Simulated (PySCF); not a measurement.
## Dipole moment and polarisability of `F[Si@H](Cl)C1=C(Cl)CC1`

C₄H₅Cl₂FSi.
Structure used (GFN2-xTB), in Å, numbered top down from 1:
```
atom  x, y, z in Å
F1     2.319   -1.509   -0.975
Si2    2.080   -0.012   -0.423
Cl3    3.171    0.180    1.246
C4     0.253    0.085   -0.068
C5    -0.603    1.056    0.283
Cl6   -0.421    2.721    0.580
C7    -1.823    0.191    0.338
C8    -0.862   -0.952   -0.071
H9     2.560    0.851   -1.485
H10   -2.595    0.432   -0.390
H11   -2.273    0.088    1.322
H12   -1.062   -1.393   -1.044
H13   -0.748   -1.739    0.670
```

Level: CAM-B3LYP/def2-SVPD (PySCF), static field, nuclei fixed, core orbitals frozen in the response. The polarisability tensor in these axes (au):

```
x   106.85  -5.29  -0.41
y    -5.29 100.33   6.45
z    -0.41   6.45  78.54
```

Task: Give the principal values, the mean and the anisotropy Δα = √{½[(α1 − α2)² + (α2 − α3)² + (α1 − α3)²]}.

Result: Principal values 76.74, 98.75 and 110.22 au; mean 95.24 au = 14.11 Å³ = 15.70 × 10⁻⁴⁰ C²·m²/J; Δα = 29.47 au (31 % of the mean).

Task: What is the dipole moment, and where does it point?

Result: (-2.09, 0.07, -0.27) D, 2.11 D in size, pointing from the negative to the positive side. Measured along this direction, the outermost atoms are Cl3 at the negative end and H10 at the positive end.

Task: In TDDFT the mean static polarisability is Σ f/ω² over all singlet excitations (ω in hartree). How much of it do the 8 lowest give? Their energies (eV) and oscillator strengths: 6.03, 0.3070; 6.48, 0.0022; 6.55, 0.0057; 7.10, 0.0050; 7.19, 0.0003; 7.22, 0.0011; 7.78, 0.0389; 7.82, 0.0054.

Result: They add up to 7.02 au, 7.4 % of the 95.24 au; the largest single term is 6.25 au, from the state at 6.03 eV. Terms in order: 6.25, 0.04, 0.10, 0.07, 0.00, 0.02, 0.48, 0.07 au. Higher excitations give the rest. The strengths listed sum to 0.366.

Task: Directions of the eigenvectors, and the extent of the frame along each?

Result: Largest value along (0.84, -0.53, -0.12), where the nuclei span 5.23 Å; middle along (0.54, 0.81, 0.25), 4.11 Å; least along (-0.03, -0.27, 0.96), 3.07 Å. The response follows the extents in order.

Task: Orientational against electronic polarisability at 500 K (dilute gas, rigid molecules)?

Result: In Gaussian units μ²/3kT = 21.56 Å³ against 14.11 Å³, a ratio of 1.53; the Debye molar polarisation (4π/3)N_A(α + μ²/3kT) is 90.0 cm³/mol, leaving out the vibrational part.

One conformer (not necessarily the lowest) at the GFN2-xTB geometry, without solvent, vibrations or thermal averaging.
